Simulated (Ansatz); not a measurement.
Geometry optimisation, RKS PBE-D4/6-31G* in Ansatz 0.2.0.

Input:

```yaml
crystal:
  periodic: [false, false, false]
  atoms:
    - { symbol: Si, position_ang: [0.0, 0.0, 0.0] }
    - { symbol: "N", position_ang: [0.0, 0.0, 1.82] }
    - { symbol: H, position_ang: [-0.877, -0.2713, 2.35] }
    - { symbol: H, position_ang: [0.877, 0.2713, 2.35] }
    - { symbol: Cl, position_ang: [2.0086, 0.0, -0.7093] }
    - { symbol: C, position_ang: [-0.8808, 1.5259, -0.6227] }
    - { symbol: H, position_ang: [-1.9334, 1.2723, -0.8671] }
    - { symbol: H, position_ang: [-0.8624, 2.3106, 0.1622] }
    - { symbol: H, position_ang: [-0.3704, 1.9025, -1.5336] }
    - { symbol: Cl, position_ang: [-1.0032, -1.7381, -0.7093] }
basis:
  gaussian: { orbitals: "6-31G*" }
hamiltonian:
  xc: pbe
  dispersion: d4
relax:
  f_tol: 0.02
  max_steps: 40
```

Run as:

```bash
$ ansatz run input.yaml --threads 2 --pin off --max-ram 3072MiB --backend cpu --events-out ev --progress --plain --runs-dir out
```

Where does it end, and by what steps?

The run converged. After 12 steps the energy has fallen by 0.450 eV; H4 moved furthest, 0.80 Å.

```tsv
step	energy less start (eV)	largest force component (eV/Å)	accepted
0	0.0000	2.079	yes
1	-0.2858	1.025	yes
2	-0.3674	0.852	yes
3	-0.3855	0.961	yes
4	-0.4114	0.415	yes
5	-0.4315	0.204	yes
6	-0.4080	0.907	no
7	-0.4416	0.065	yes
8	-0.4452	0.255	yes
9	-0.4495	0.103	yes
10	-0.4501	0.044	yes
11	-0.4502	0.028	yes
12	-0.4503	0.009	yes
```

```xyz
10
Properties=species:S:1:pos:R:3
Si 0.065 0.100 0.079
N 0.002 0.098 1.803
H -0.920 0.056 2.243
H 0.663 -0.497 2.305
Cl 2.077 0.271 -0.408
C -0.924 1.513 -0.634
H -1.984 1.433 -0.338
H -0.525 2.472 -0.267
H -0.875 1.502 -1.734
Cl -0.620 -1.675 -0.810
```

Time of the run: 35 s on 2 threads of Arm Neoverse V1 (shared host), peak memory 0.15 GiB.
